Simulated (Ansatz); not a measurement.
The same molecule with X = B, Al, Ga, In. Ansatz, PBE0-D4/def2-TZVP geometries, multiplicity 1.

Elements past krypton have def2 core potentials. Scalar relativity is left out up to krypton.

```json
{"X": "B", "molecule": "`IB(I)I`", "mean X–I bond length / Å": "2.110", "zero-point energy (PBE0-D4/def2-TZVP) / kJ/mol": "13.0", "HOMO–LUMO gap (PBE/def2-TZVPP) / eV": "3.02", "LUMO energy (PBE0/def2-TZVPP) / eV": "-2.51"}
{"X": "Ga", "molecule": "`[I][Ga]([I])[I]`", "mean X–I bond length / Å": "2.468", "zero-point energy (PBE0-D4/def2-TZVP) / kJ/mol": "5.7", "HOMO–LUMO gap (PBE/def2-TZVPP) / eV": "3.36", "LUMO energy (PBE0/def2-TZVPP) / eV": "-2.52"}
{"X": "In", "molecule": "`[I][In]([I])[I]`", "mean X–I bond length / Å": "2.638", "zero-point energy (PBE0-D4/def2-TZVP) / kJ/mol": "4.6", "HOMO–LUMO gap (PBE/def2-TZVPP) / eV": "2.96", "LUMO energy (PBE0/def2-TZVPP) / eV": "-3.03"}
```

Q: Give the row for X = Al, `[I][Al]([I])[I]`. (Best estimate.)

A: Ansatz gave: 
```json
{"X": "Al", "molecule": "`[I][Al]([I])[I]`", "mean X–I bond length / Å": "2.450", "zero-point energy (PBE0-D4/def2-TZVP) / kJ/mol": "7.8", "HOMO–LUMO gap (PBE/def2-TZVPP) / eV": "3.95", "LUMO energy (PBE0/def2-TZVPP) / eV": "-1.92"}
```

From B to In the mean X–I bond length rises at each step, by 0.528 Å in all; the zero-point energy (PBE0-D4/def2-TZVP) falls at each step, by 8.4 kJ/mol in all; the HOMO–LUMO gap (PBE/def2-TZVPP) isn't monotonic: highest at Al, lowest at In; the LUMO energy (PBE0/def2-TZVPP) isn't monotonic: highest at Al, lowest at In. Bonds lengthen as the atom grows down the group.

Spin–orbit coupling is left out; it splits and shifts lone-pair levels of the heavy atoms by tenths of an eV.
